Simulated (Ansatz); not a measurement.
Consider the formal hydrolysis of a V–F bond: `[O]=[V]([OH])([F])[F]` + H₂O → `[O]=[V]([OH])([OH])[F]` + H–F.

Calculated with Ansatz (gas phase, PBE0-D4/def2-TZVP geometries, no zero-point term in ΔE). CCSD(T)/CBS adds triple-zeta CCSD(T) − MP2 to the extrapolated MP2 energy (def2 sets, frozen cores). This one scheme is used for every species. Functionals use def2-TZVPP. For V outer-core shells are correlated without core-valence functions, which leaves a few kJ/mol of doubt a bond. Scalar relativity is left out up to krypton. One conformer a species, not always the lowest.

```json
{"level": "r2SCAN0-D4", "ΔE (kcal/mol)": "6.0"}
{"level": "CCSD(T)/def2-TZVPP", "ΔE (kcal/mol)": "4.8"}
```

(1) What does CCSD(T)/CBS give? (Estimate.)

Largest T1 diagnostic among the species: 0.032, so the coupled-cluster value is less sure than usual.

Results:

(1) Computed: +4.2 kcal/mol. The listed levels differ from it by 1.8, 0.6 kcal/mol.

Leaving LDA and LC-ωPBE aside and taking each functional with its dispersion term where it has one, the values, not all of them listed here, spread over 2.0 kcal/mol, from PBE-QIDH to B97M-V. LDA lies −1.6 kcal/mol from PBE without D4. In def2-TZVPP, CCSD(T) changes the Hartree–Fock value by −2.2 kcal/mol (the triples alone add −0.5 kcal/mol) and MP2 by −2.6 kcal/mol.
